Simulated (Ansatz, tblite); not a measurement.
Spin states of the cluster Nb2P2, each relaxed with PBE0-D4/def2-SVP in Ansatz. Electronic energies in the gas phase.

In the def2 sets Nb takes a core potential; there is no spin–orbit coupling. The xTB rows come from tblite. Correlated methods freeze 10 core orbitals; core or outer-core shells of Nb are correlated, in sets that lack core-valence functions. The structure comes from a short search, and lower isomers may exist.

Singlet geometry (C2v within 0.1 Å):

```xyz
4

Nb    0.352   -0.761    0.905
Nb   -1.056    0.299   -0.564
P     0.074    1.559    1.054
P     0.630   -1.097   -1.395
```

Triplet geometry (C2v within 0.1 Å):

```xyz
4

Nb    0.326    1.050    0.704
Nb   -1.017   -0.584   -0.574
P     0.673    0.677   -1.572
P     0.017   -1.142    1.442
```

Quintet geometry (C2v within 0.1 Å):

```xyz
4

Nb    0.3418   -1.3042    0.5809
Nb    0.0132    1.1508   -0.9112
P    -1.4086   -0.6802   -0.8081
P     1.0536    0.8336    1.1385
```

⟨S²⟩: triplet 2.06 at PBE0-D4/def2-TZVP (pure 2.00), quintet 6.20 at PBE0-D4/def2-TZVP (pure 6.00).

Run but left out: HF/STO-3G (singlet: restricted singlet, unstable in another Hartree–Fock run and untested here); HF/def2-TZVP, MP2/def2-TZVP (singlet: restricted singlet, unstable towards broken spin symmetry).

Only these spin states were relaxed.

```
                 level  triplet − singlet (kJ/mol)  quintet − singlet (kJ/mol)  lowest of these                                  remarks
              GFN1-xTB                       -42.3                        83.5          triplet                                        –
              GFN2-xTB                       -99.6                       -64.5          triplet                                        –
      PBE-D4/def2-TZVP                        73.9                       181.3          singlet                                        –
   revPBE-D4/def2-TZVP                        67.4                       169.3          singlet                                        –
   r2SCAN-D4/def2-TZVP                        52.8                       142.8          singlet  spin-contaminated (⟨S²⟩ 6.16) (quintet)
      B97M-V/def2-TZVP                        64.4                       154.6          singlet  spin-contaminated (⟨S²⟩ 6.14) (quintet)
     PBE0-D4/def2-TZVP                        53.5                       140.8          singlet  spin-contaminated (⟨S²⟩ 6.20) (quintet)
  r2SCAN0-D4/def2-TZVP                        33.7                       104.8          singlet  spin-contaminated (⟨S²⟩ 6.27) (quintet)
CAM-B3LYP-D4/def2-TZVP                        46.9                       130.3          singlet  spin-contaminated (⟨S²⟩ 6.16) (quintet)
     RPA@PBE/def2-TZVP                        82.4                       187.8          singlet                                        –
```

Change of the quintet − singlet gap on mixing in exact exchange, in kJ/mol: PBE to PBE0 (25 % exact exchange) -40.5; r2SCAN to r2SCAN0 (25 % exact exchange) -38.0.

The xTB methods have no spin-polarisation term.
